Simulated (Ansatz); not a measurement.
Ansatz (a quantum-chemistry and plane-wave program) input (wB97X-V/def2-TZVP):

Ansatz 0.2 input:
```yaml
crystal:
  periodic: [false, false, false]
  atoms:
    - {symbol: Si, position_ang: [-0.02499646, -0.40875984, 0.02349026]}
    - {symbol: Cl, position_ang: [0.17730804, -1.50903302, 1.72510682]}
    - {symbol: Cl, position_ang: [-0.37130128, -1.66328189, -1.54280298]}
    - {symbol: Br, position_ang: [-1.72463880, 0.97762390, 0.24338356]}
    - {symbol: Br, position_ang: [1.82886267, 0.72671870, -0.34132724]}
basis:
  gaussian:
    orbitals: def2-TZVP
hamiltonian:
  xc: {name: wB97X-V}
relax: {f_tol: 0.003, max_steps: 100}
```

End of the output:

```
the calculation of the forces begins
reference -173004.40111361 eV, -6357.7944743301 hartree; 59, 59 occupied and 148, 148 virtual orbitals, 1604 factors
relax step   3: F+E_penalty+E_count = -173004.40111534 eV  Δ(F+E_penalty+E_count) = -3.754e-4 eV  max|allowed force component| = 1.616e-2 eV/Å  Δτ_max = 0.0028 Å  (35 SCF iters, accepted)
these checks for a lower state are left out or cut short: starts, cluster_reference, orbital_swaps, neighbouring_geometries, increment
integrals: 0.27 GiB planned
1604 factors; their error is unknown
integrals: 0.31 GiB planned
271 factors; integrals over basis functions are off by at most 6.1e-6 eV
0.29 GiB of the device are held for the grids
1.84 GiB of device memory are held for the factors and their scratch space
mean field: 1.35 GiB planned
mean field -173004.40112137 eV, -6357.7944746153 hartree, gradient 6.8e-6 eV, S^2 0.000000; 0 other end points of the search recorded, 0 dependent functions left out
the calculation of the forces begins
reference -173004.40111964 eV, -6357.7944745517 hartree; 59, 59 occupied and 148, 148 virtual orbitals, 1604 factors
relax step   4: F+E_penalty+E_count = -173004.40112137 eV  Δ(F+E_penalty+E_count) = -6.030e-6 eV  max|allowed force component| = 3.112e-3 eV/Å  Δτ_max = 0.0007 Å  (35 SCF iters, accepted)
these checks for a lower state are left out or cut short: starts, cluster_reference, orbital_swaps, neighbouring_geometries, increment
integrals: 0.27 GiB planned
1604 factors; their error is unknown
integrals: 0.31 GiB planned
271 factors; integrals over basis functions are off by at most 6.1e-6 eV
0.29 GiB of the device are held for the grids
1.84 GiB of device memory are held for the factors and their scratch space
mean field: 1.35 GiB planned
mean field -173004.40112140 eV, -6357.7944746166 hartree, gradient 6.8e-6 eV, S^2 0.000000; 0 other end points of the search recorded, 0 dependent functions left out
the calculation of the forces begins
reference -173004.40111967 eV, -6357.7944745530 hartree; 59, 59 occupied and 148, 148 virtual orbitals, 1604 factors
relax step   5: F+E_penalty+E_count = -173004.40112140 eV  Δ(F+E_penalty+E_count) = -3.580e-8 eV  max|allowed force component| = 1.973e-3 eV/Å  Δτ_max = 0.0005 Å  (35 SCF iters, accepted)
integrals: 0.27 GiB planned
1604 factors; their error is unknown
integrals: 0.31 GiB planned
271 factors; integrals over basis functions are off by at most 6.1e-6 eV
0.29 GiB of the device are held for the grids
1.84 GiB of device memory are held for the factors and their scratch space
mean field: 1.35 GiB planned
mean field evaluation 64: about -173004.4010 eV, gradient 3.9e-1 eV
mean field -173004.40112140 eV, -6357.7944746166 hartree, gradient 6.8e-6 eV, S^2 0.000000; 1 other end points of the search recorded, 0 dependent functions left out
the calculation of the forces begins
reference -173004.40111967 eV, -6357.7944745530 hartree; 59, 59 occupied and 148, 148 virtual orbitals, 1604 factors
Total energy: -173004.40111967 eV, -6357.7944745530 hartree
Atom 0 at    -0.024948    -0.407964     0.023445 Å, force    -0.000121    -0.001973     0.000113 eV/Å
Atom 1 at     0.176154    -1.501168     1.714719 Å, force     0.000168     0.000680     0.000730 eV/Å
Atom 2 at    -0.369128    -1.654481    -1.533373 Å, force    -0.000089     0.000607    -0.000804 eV/Å
Atom 3 at    -1.710249     0.967839     0.241430 Å, force     0.000191     0.000331    -0.000048 eV/Å
Atom 4 at     1.813405     0.719042    -0.338370 Å, force    -0.000149     0.000355     0.000008 eV/Å
Dipole moment:     0.001373     0.022446    -0.001290 e Å
```
